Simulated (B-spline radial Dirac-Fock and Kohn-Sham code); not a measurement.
**The Rb-like isoelectronic sequence (37 electrons), Z = 61 to 68**

These are calculated numbers from a B-spline atomic structure program; the model is Dirac-Fock ΔSCF + Breit + QED. Binding energies in eV, tabulated ground configurations ([Kr] 4d1 throughout). Correlation energy is missing from these numbers.

```
  ion   2p3/2   3p1/2   4p1/2   4p3/2  outermost level  NIST ionisation energy
Pm²⁴⁺  7228.6  2213.4   909.1   877.6       763.4 (4d)                 767 ± 4
Sm²⁵⁺  7541.9  2340.1   970.5   936.0       817.7 (4d)                 822 ± 4
Eu²⁶⁺  7862.1  2470.6  1033.9   996.1       873.8 (4d)                 879 ± 4
Gd²⁷⁺  8189.3  2605.0  1099.3  1058.1       931.6 (4d)                 937 ± 4
Tb²⁸⁺  8523.6  2743.3  1166.8  1121.8       991.2 (4d)                 997 ± 4
Dy²⁹⁺       ?       ?       ?       ?                ?                       ?
Ho³⁰⁺  9213.2  3031.6  1307.9  1254.6      1115.7 (4d)                1122 ± 4
Er³¹⁺  9568.5  3181.8  1381.5  1323.7      1180.5 (4d)                1188 ± 4
```

**Question.** Fill in the row of Dy²⁹⁺.

**Answer.** 2p3/2 8864.9, 3p1/2 2885.5, 4p1/2 1236.3, 4p3/2 1187.3, outermost 1052.6 (4d), NIST 1059 ± 4 eV.

NIST's values are for the lowest levels; a dash marks a value that is missing or belongs to another shell. Their kind here: theoretical. Where a p, d or f shell is open in either ion the computed value averages over both j values and all terms, while the table refers to the lowest levels; that difference holds spin-orbit splitting (largest in heavy or highly charged ions), term energies where several electrons share open shells, and correlation, and it can reach 10 % or more.
